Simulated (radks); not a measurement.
Results of a calculation; reference values are marked as such.
Q: The silicon ion Si3+, [Ne] 3s1. Code: a radial shooting solver on a logarithmic mesh with Libxc functionals. Model: non-relativistic Kohn-Sham, exchange-only B88, spin-polarised, spherical densities, point nucleus. Every spin shell is full or empty, so the densities are truly spherical. Functionals are evaluated on that one density, not self-consistently. Rank these exchange functionals by their error against the exact value of the orbitals, and give that value: LDA, revPBE, AM05, B86b, TPSS, revTPSS, r2SCAN, MS2, Tao-Mo, MVS.

A: Exact: -19.4750 hartree. From best to worst, with 100 (|E| - |E exact|)/|E exact| (equal figures are ties): Tao-Mo -0.04, revPBE -0.07, r2SCAN +0.07, B86b +0.09, MS2 +0.18, MVS -0.19, TPSS +0.29, revTPSS -0.35, AM05 -7.26, LDA -8.43.
